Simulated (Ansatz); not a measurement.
## CCSD(T) forces

AlSnH4F (SMILES [F][AlH][SnH3]), closed shell, displaced at random from a GFN2-xTB minimum.

```csv
atom,x (Å),y (Å),z (Å)
F1,-0.7466,-2.2273,1.6062
Al2,-0.5841,-1.4941,0.0963
Sn3,0.3621,0.9644,-0.1115
H4,-1.0115,-2.3614,-1.1564
H5,-0.2488,1.9635,-1.3878
H6,0.1434,1.9630,1.2578
H7,2.0611,1.1746,-0.3639
```

Ansatz 0.2.0; basis: def2-TZVPP; cores frozen in the correlated methods. Filled d shells of the heavier atoms are correlated. Core potentials replace the inner electrons of the atoms past krypton. The def2 sets are not built for correlating such inner shells, so the correlated values are less sure here. B3LYP uses VWN-RPA correlation.

CCSD(T) forces from the calculation:
```json
{"atom": "F1", "Fx": "0.123", "Fy": "0.508", "Fz (eV/Å)": "-0.818"}
{"atom": "Al2", "Fx": "-0.093", "Fy": "-0.481", "Fz (eV/Å)": "0.532"}
{"atom": "Sn3", "Fx": "0.438", "Fy": "0.904", "Fz (eV/Å)": "-0.114"}
{"atom": "H4", "Fx": "0.018", "Fy": "0.050", "Fz (eV/Å)": "0.132"}
{"atom": "H5", "Fx": "-0.065", "Fy": "-0.432", "Fz (eV/Å)": "0.197"}
{"atom": "H6", "Fx": "-0.133", "Fy": "-0.188", "Fz (eV/Å)": "0.040"}
{"atom": "H7", "Fx": "-0.287", "Fy": "-0.360", "Fz (eV/Å)": "0.031"}
```

Root-mean-square difference of the force components from those of CCSD(T): PBE0-D4 0.061; wB97M-V 0.050; r2SCAN-D4 0.068; PBE-D4 0.198; B3LYP-D4 0.093; BHLYP-D4 0.128 eV/Å.

T1 diagnostic: at most 0.015.

For scale, one of the runs: CCSD(T)/def2-TZVPP forces, 179 basis functions (an equivalent command: `ansatz run in.yaml --threads 4`). The run took 3 min on 4 CPU threads (shared host), with 3.4 GiB of host memory at its peak.
